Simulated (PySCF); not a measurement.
**Thallium: a sound run and one with changed settings**

Sound run: Tl⁺ [Xe] 4f14 5d10 6s2, Tl²⁺ [Xe] 4f14 5d10 6s1. All numbers are calculated (PySCF 2.14, a scalar-relativistic core potential, in def2-SVP with the def2 core potential (60 electrons) (4s4p2d, 26 functions)). In the sound run the correlated levels freeze 5s2 5p6 5d10 outside the core potential. The sound run starts from symmetry-adapted Hartree-Fock orbitals and uses a fine grid where one is needed.

Changed run: all electrons correlated in a basis built for the valence shell.

```
species  method  sound run (hartree)  changed run (hartree)  converged
    Tl⁺     MP2           -171.34685             -171.38608        yes
   Tl²⁺     MP2                  n/a             -170.68253        yes
```

Ionisation energy of Tl⁺:

```tsv
method	sound run (eV)	changed run (eV)
UHF	18.368	18.368
MP2	18.827	19.145
SCS-MP2	18.919	19.212
```

A valence basis has no tight correlating functions, so it recovers only part of the core correlation, and not evenly between atom and ion.

For comparison, NIST gives 20.428 eV between the lowest levels.
